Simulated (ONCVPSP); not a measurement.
## What one change does to a pseudopotential (Al (Z = 13), ONCV)

- Element: aluminium (Al)
- Generator: ONCVPSP 4.0.1
- Type: optimised norm-conserving Vanderbilt (ONCV)
- Functional: PBE
- Relativity: scalar-relativistic
- Frozen core: [Ne]
- Valence charge: 3
- Reference configuration: 3s2 3p1
- Partial waves: 3s: rc 1.65 bohr, ncon 3, nbas 6, qcut 5 1/bohr, 3 projectors, debl 0.3 Ha; 3p: rc 1.75 bohr, ncon 4, nbas 9, qcut 5.6 1/bohr, 2 projectors, debl 3.4 Ha; d scattering state at 0.28 Ha: rc 1.45 bohr, ncon 5, nbas 8, qcut 7.2 1/bohr, 1 projector
- Local potential: polynomial inside 1.05 bohr (lpopt 5, dvloc0 1 Ha)
- Core correction: Teter function, fcfact 6, rcfact 1.3

All-electron outer shells of the reference configuration (PBE, scalar-relativistic, ld1.x):

| shell | level (eV) | outermost node (bohr) | outermost maximum (bohr) |
| --- | --- | --- | --- |
| 2s | -108.17 | 0.16 | 0.50 |
| 2p | -69.64 | – | 0.43 |
| 3s | -7.75 | 0.80 | 2.09 |
| 3p | -2.71 | 0.82 | 2.64 |

Change: p: qcut 7.2.

Cutoffs: the cutoffs (Ha) at which the residual kinetic energy of the hardest occupied pseudo-wave falls to 1 and 0.1 mHa per electron; they do not see the model core or the augmentation charge, which bear on the density cutoff. Errors are all-electron minus pseudo energies relative to the spin-unpolarised reference configuration.

Problem. What does the change do?

Solution. The potential gets harder (5.8 Ha and 14 Ha → 14 Ha and 19 Ha); both files keep a bound ghost (s); the lowest positive-energy flag moves from s at 131.7 eV to p at 2.6 eV; of the 4 tests that both files solve, the error grows in 2 and shrinks in 0 by more than 15 % and 0.3 meV (median size 1.0 → 4.8 meV); the range in which the p phases agree narrows (upper end 4.5 → 0.0). The waves are optimised to have the least kinetic energy above qcut, so the cutoff follows it (qcut²/2 in Ha).

```tsv
quantity	base	changed
cutoff, loose	5.8 Ha	14 Ha
cutoff, tight	14 Ha	19 Ha
loose cutoff by channel	s 5.8 Ha, p 2.6 Ha	s 5.8 Ha, p 14 Ha
bound ghosts	s	s
GHOST(+) flags under 300 eV	s at 131.7 eV	p at 2.6 eV, s at 131.7 eV
error for 3s2 3p0, meV [ΔE 5.76 eV]	+1.6	+1.9
error for 3s1 3p0, meV [ΔE 24.99 eV]	+20	+20
error for 3s2 3p0.5, meV [ΔE 2.09 eV]	+0.3	+0.9
error for 3s1 3p2, meV [ΔE 5.14 eV]	+0.4	+7.6
s: phases at 1.68 bohr within 0.05 rad from the reference energy up to (Ha; the scan ends near 5)	3.8	3.8
p: phases at 1.77 bohr within 0.05 rad from the reference energy up to (Ha; the scan ends near 5)	4.5	0.0
d: phases at 1.47 bohr within 0.05 rad from the reference energy up to (Ha; the scan ends near 5)	to the end of the scan	to the end of the scan
rms error of d²Exc/dni dnj with the model core, mHa	0.33	0.32
```

Base: The cutoffs count occupied waves only; projector 2 of the p channel, the hardest unoccupied one, needs 106 Ha at the loose tolerance. Changed file: The cutoffs count occupied waves only; projector 2 of the p channel, the hardest unoccupied one, needs 36 Ha at the loose tolerance. A true bound ghost makes a file unfit for plane-wave use even where its test errors are small: the radial tests pick states by their node count and pass the ghost by.
